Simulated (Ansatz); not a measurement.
Reaction (ligand exchange at a Ge–C bond): `C#[C][GeH]([CH3])[F]` + HCl → `[CH3][GeH]([F])[Cl]` + acetylene

Gas-phase electronic energies from Ansatz, PBE0-D4/def2-TZVP geometries. CBS: MP2 limit from def2 TZ/QZ plus the TZ coupled-cluster correction, frozen cores. This one scheme is used for every species. DFT in def2-TZVPP. For Ge outer-core shells are correlated without core-valence functions, which leaves a few kJ/mol of doubt a bond. Scalar relativity is left out up to krypton.

```csv
level,ΔE (kJ/mol)
BLYP,-67.0
r2SCAN0,-67.6
CAM-B3LYP,-66.2
MP2/def2-TZVPP,-56.2
```

(1) What does CCSD(T)/CBS give? (An estimate is asked.)

Largest T1 diagnostic among the species: 0.013.

Results:

(1) Ansatz gave: -61.1 kJ/mol. The listed levels differ from it by -5.9, -6.5, -5.1, 4.9 kJ/mol.

At CCSD(T), def2-SVP lies +3.1 kJ/mol from the extrapolated value and def2-TZVPP +5.6 kJ/mol. In def2-TZVPP, CCSD(T) changes the Hartree–Fock value by +15.3 kJ/mol (the triples alone add +1.2 kJ/mol) and MP2 by +14.6 kJ/mol. Leaving LDA and LC-ωPBE aside and taking each functional with its dispersion term where it has one, the values, not all of them listed here, spread over 5.8 kJ/mol, from BHLYP-D4 to PBE-QIDH.
